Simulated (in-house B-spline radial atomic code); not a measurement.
Configurations of Mn⁺, with energies counted from [Ar] 3d5 4s1. Computed with an all-electron radial atomic-structure program (B-spline basis): scalar-relativistic (X2C) TPSS, spin-polarised, spherical fractional occupations, Fermi nucleus of rms radius 3.7057 fm. Shells without spins written out take the highest spin.

Occupations are held fixed; configurations that lie above the ionisation limit could autoionise.

| configuration | E - E(ref) (eV) | highest orbital | its <r> (bohr) |
| --- | --- | --- | --- |
| [Ar] 3d5 4f1 | 12.464 | 4f up | 8.651 |
| [Ar] 3d(0 up, 5 down) 5d(0 up, 1 down) | 12.479 | 5d down | 10.67 |
| [Ar] 3d5 5f1 | 13.64 | 5f up | 14.92 |
| [Ar] 3d4 4s1 4d1 | 17.445 | 4d up | 4.982 |
| [Ar] 3d(1 up, 3 down) 4s(0 up, 1 down) 4f(0 up, 1 down) | 23.869 | 4f down | 8.527 |
| [Ne] 3s2 3p5 3d5 4s1 4p1 | 54.04 | 4p up | 3.085 |
| [Ne] 3s2 3p5 3d5 4s1 5d1 | 63.177 | 5d up | 9.878 |

Problem. Order these further configurations by energy, lowest first.
A. [Ne] 3s2 3p5 3d5 4s1 5s1
B. [Ne] 3s2 3p(3 up, 2 down) 3d(1 up, 4 down) 4s(1 up, 0 down) 4p(1 up, 0 down)
C. [Ar] 3d5 5s1
D. [Ar] 3d(5 up, 0 down) 4s(0 up, 1 down)
E. [Ar] 3d4 4s1 4f1

Solution. D (1.4521 eV), C (9.2097 eV), E (20.201 eV), A (59.783 eV), B (64.964 eV).

Problem. How far above the reference does [Ar] 3d(4 up, 1 down) 5p(0 up, 1 down) lie?

Solution. 14.797 eV; its least bound orbital is 5p down with <r> = 7.604 bohr.

Problem. How far above the reference does [Ar] 3d4 4s1 5p1 lie?

Solution. 18.079 eV; its least bound orbital is 5p up with <r> = 7.04 bohr.

Problem. How far above the reference does [Ar] 3d(3 up, 2 down) 4s(0 up, 1 down) lie?

Solution. 6.6963 eV; its least bound orbital is 4s down with <r> = 2.808 bohr.
